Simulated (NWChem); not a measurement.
# CH$_{3}$Si, doublet; SMILES C=[SiH]

Computed with NWChem. Spin-unrestricted. All runs use the structure optimised with PBE-D3(BJ)/def2-SVP, spin-unrestricted. No stability test was run on the SCF state. Vertical excitations in the gas phase; the lowest state need not have the same character in each row. Excited states of an open shell can be spin-contaminated.

| level | lowest excitation (eV) | oscillator strength of that lowest state | lowest empty minus highest occupied level, either spin (eV) |
|---|---|---|---|
| PBE/aug-cc-pVDZ, TDA | 1.36 | 0.002 | 1.48 |
| B3LYP/aug-cc-pVDZ, TDA | 1.28 | 0.002 | 2.73 |
| BHandHLYP/aug-cc-pVDZ, TDA | (withheld) | 0.002 | (withheld) |

Q: Some entries are withheld; supply them.

A: 
- BHandHLYP/aug-cc-pVDZ, TDA, lowest excitation (eV): 1.61
- BHandHLYP/aug-cc-pVDZ, TDA, lowest empty minus highest occupied level, either spin (eV): 4.82
